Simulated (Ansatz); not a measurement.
The cluster NbS₂⁺ (the lowest singlet isomer of a short search) was relaxed with r2SCAN-D4 (def2-TZVP) in Ansatz in these states: charge +1 quintet, charge +1 triplet. The geometries follow in no particular order.

In the def2 sets Nb takes a core potential; there is no spin–orbit coupling.

A:

```xyz
3

Nb   -1.1072   -0.5158    0.8225
S     1.1796    0.0828    0.3216
S    -0.0724    0.4331   -1.1441
```

B:

```xyz
3

Nb   -0.068   -0.154   -1.345
S     0.786   -0.621    0.715
S    -0.718    0.775    0.630
```

Task: Judge from the bond lengths which geometry belongs to which state (an estimate).

Result: A is the charge +1 quintet (Nb1–S2 2.416 Å, Nb1–S3 2.416 Å, S2–S3 1.959 Å); B is the charge +1 triplet (Nb1–S2 2.278 Å, Nb1–S3 2.278 Å, S2–S3 2.054 Å).

At r2SCAN-D4/def2-TZVP the charge 1 triplet is spin-contaminated (final ⟨S²⟩ up to 2.24, 2.00 for a pure state). At PBE0-D4/def2-TZVP a triplet lies 0.79 eV below the charge +1 quintet. These are the stationary points nearest to one start from a short search; other shapes may lie lower in each state.
